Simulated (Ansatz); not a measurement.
Program: Ansatz 0.2.0.

A structure relaxed at PBE0-D4/def2-TZVP, charge 0, multiplicity 1:

```xyz
12

O     3.268    0.541    0.108
Ge    1.885    1.646   -0.011
C     0.272    0.621    0.013
C    -0.752   -0.030    0.041
Si   -2.265   -1.042    0.103
O    -1.973   -2.551   -0.424
F    -3.339   -0.312   -0.817
H     3.239   -0.008    0.895
H     1.848    2.612    1.182
H     2.048    2.345   -1.358
H    -2.820   -1.152    1.459
H    -1.411   -2.671   -1.191
```

Q: Give its formula and SMILES.

A: C2H5FGeO2Si, `[OH][GeH2][C]#C[SiH](O)F`.

Q: Summarise the bond lengths by kind.

A: 1 × Ge–O 1.775 Å; 2 × H–O 0.959 to 0.960 Å; 1 × C–Ge 1.911 Å; 2 × Ge–H 1.527 to 1.536 Å; 1 × C–C 1.214 Å; 1 × C–Si 1.821 Å; 1 × O–Si 1.625 Å; 1 × F–Si 1.591 Å; 1 × H–Si 1.470 Å.
